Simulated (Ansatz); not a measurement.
Program: Ansatz 0.2.0.

A structure relaxed at PBE0-D4/def2-TZVP, charge 0, multiplicity 1:

```xyz
8

C    -0.753    0.741    0.256
Ge    0.678   -0.419   -0.361
I     0.534   -2.599    0.906
H    -0.646    0.927    1.324
H    -1.718    0.269    0.072
H    -0.711    1.692   -0.279
H     2.070    0.161   -0.069
H     0.546   -0.773   -1.850
```

Q: Give its formula and SMILES.

A: CH5GeI, `[CH3][GeH2][I]`.

Q: Point group (tolerance 0.08 Å, 0.16 Å for H)?

A: Cs.

Q: Summarise the bond lengths by kind.

A: 1 × C–Ge 1.943 Å; 3 × C–H 1.090 to 1.092 Å; 1 × Ge–I 2.525 Å; 2 × Ge–H 1.536 Å.
